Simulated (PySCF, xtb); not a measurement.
Nb(OH)4(SH) (H5NbO4S), SMILES [OH][Nb]([OH])([OH])([OH])[SH], multiplicity 1.

GFN2-xTB (xtb 6.7.1) at its own geometry gives an orbital gap of 3.04 eV and a dipole moment of 2.69 D.

The structure is a stationary point at PBE0-D3(BJ)/def2-SVP. The multiplicity is an assumed one; other spin states were not compared. The def2 effective core potentials stand for the cores of Nb; spin–orbit coupling is left out. The values are those of a single conformer.

Question: What does ωB97X/def2-TZVP in PySCF give? (The exact figures need the calculation; the answer reports its results.)

Answer: gap 9.95 eV (levels -9.48 and 0.47 eV), dipole 1.08 D.
